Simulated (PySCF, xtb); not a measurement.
C5H3Cl, SMILES C(=C=CCl)C#C.

GFN2-xTB in xtb 6.7.1 at its own geometry gives an orbital gap of 3.88 eV and a dipole moment of 1.67 D.

Geometry optimised at PBE0-D3(BJ)/def2-SVP. The structure was generated by enumeration, and PubChem lists no compound with its InChIKey, so it may never have been made.

Q: What does ωB97X/def2-TZVP (PySCF) give? (An estimate is asked for; the answer gives what the named calculation found.)

A: gap 10.17 eV (levels -9.67 and 0.51 eV), dipole 1.33 D.
